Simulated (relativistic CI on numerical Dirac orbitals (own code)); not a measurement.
**Slater and spin-orbit integrals, Ne⁵⁺**

Method of calculation: Dirac-Coulomb-Breit CI, orbitals from a KLI potential per configuration, a model potential for QED, valence Slater integrals scaled by 0.85, P86 correlation energy added to each configuration (own radial code, finite nucleus).

Slater integrals F^k, G^k are unscaled and averaged over j, outside the closed core 1s2; ζ comes from projecting the Hamiltonian with its Breit term on Σ l·s of the shell.

- 2s2 2p: ζ(2p) = 888.36 cm⁻¹; <r>(2p) = 0.6666, <r^2>(2p) = 0.5425 (bohr units).
- 2s 2p2: F^2(2p,2p) = 141220, G^1(2s,2p) = 166940, ζ(2p) = 864.15 cm⁻¹; <r>(2s) = 0.7359, <r^2>(2s) = 0.6359, <r>(2p) = 0.6692, <r^2>(2p) = 0.5464 (bohr units).
- 2p3: F^2(2p,2p) = 139780, ζ(2p) = 843.87 cm⁻¹; <r>(2p) = 0.6754, <r^2>(2p) = 0.5572 (bohr units).

Averages of the first 10 configurations, taken without configuration mixing, which lowers the lowest level and can move excited configurations by several eV; other configurations of the list can lie among them:

```tsv
Configuration	Parity	States	Average energy above the lowest level (eV)
2s2 2p	odd	6	1.7
2s 2p2	even	30	20.7
2p3	odd	20	45.9
2s2 3s	even	2	92.3
2s2 3p	odd	6	98.7
2p2 3s	even	30	129.4
2s2 3d	even	10	103.7
2p2 3p	odd	90	134.8
2p2 3d	even	150	139.7
2s 2p 3s	odd	24	107.6
```
